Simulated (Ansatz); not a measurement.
Basis-set series for `FB1OC=CO1`. The species carries charge 0 and has multiplicity 1. The structure was optimised at the PBE0-D4/def2-TZVP level.

```xyz
8

F    -1.426   -1.286    1.715
B    -0.699   -0.631    0.841
O     0.674   -0.655    0.805
C     0.998    0.161   -0.255
C    -0.108    0.641   -0.815
O    -1.217    0.165   -0.152
H     2.040    0.302   -0.487
H    -0.262    1.301   -1.652
```

```
functional       basis  functions  energy (Eh)  HOMO (eV)  LUMO (eV)
   PBE0-D4    def2-SVP         94   -352.04691      -7.18       0.56
   PBE0-D4  def2-QZVPP        402   -352.47394      -7.22       0.33
   ωB97M-V    def2-SVP         94   -352.31837      -9.42       2.85
   ωB97M-V  def2-QZVPP        402   -352.75287      -9.47       2.04
```

Task: Give the rows for def2-TZVPP. (An estimate is asked.)

Result: Computed: 
| functional | basis | functions | energy (Eh) | HOMO (eV) | LUMO (eV) |
| --- | --- | --- | --- | --- | --- |
| PBE0-D4 | def2-TZVPP | 214 | -352.45509 | -7.20 | 0.40 |
| ωB97M-V | def2-TZVPP | 214 | -352.73526 | -9.45 | 2.18 |

Positive LUMOs are unbound and depend on the basis.
